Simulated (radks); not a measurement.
The gold ion Au4+, configuration [Xe] 4f14 5d7. Calculated with a radial shooting solver on a logarithmic mesh with Libxc functionals: Dirac Kohn-Sham, LDA (Slater exchange, Perdew-Wang correlation), spin-unpolarised, spherical densities, point nucleus; open shells fill j = l - 1/2 first.

Unscreened Slater integrals over Kohn-Sham orbitals (eV). Large and small components are both included. Empty in this configuration: 6s1/2.

integral,value
"F0(5d5/2,5d5/2)",17.491
"F2(5d5/2,5d5/2)",9.2118
"F4(5d5/2,5d5/2)",6.1563
"F0(5d5/2,5d3/2)",17.734
"F2(5d5/2,5d3/2)",9.3299
"G2(5d5/2,5d3/2)",9.3174
"G4(5d5/2,5d3/2)",6.2282
"F0(5d5/2,5p3/2)",19.511
"F2(5d5/2,5p3/2)",9.8926
"G1(5d5/2,5p3/2)",12.092
"G3(5d5/2,5p3/2)",7.5200
"F0(5d5/2,5p1/2)",20.058
"G3(5d5/2,5p1/2)",6.9138
"F0(5d5/2,6s1/2)",13.136
"G2(5d5/2,6s1/2)",3.1891
"F0(5d3/2,5d3/2)",17.990
"F2(5d3/2,5d3/2)",9.4682
"F0(5d3/2,5p3/2)",19.871
"F2(5d3/2,5p3/2)",10.188
"G1(5d3/2,5p3/2)",12.632
"G3(5d3/2,5p3/2)",7.8560
"F0(5d3/2,5p1/2)",20.460
"G1(5d3/2,5p1/2)",11.771
"F0(5d3/2,6s1/2)",13.217
"G2(5d3/2,6s1/2)",2.9682
"F0(5p3/2,5p3/2)",22.616
"F2(5p3/2,5p3/2)",12.202
"F0(5p3/2,5p1/2)",23.565
"G2(5p3/2,5p1/2)",12.370
"F0(5p3/2,6s1/2)",13.781
"G1(5p3/2,6s1/2)",1.3340
"F0(5p1/2,5p1/2)",24.697
"F0(5p1/2,6s1/2)",13.953
"G1(5p1/2,6s1/2)",1.0680
"F0(6s1/2,6s1/2)",11.383
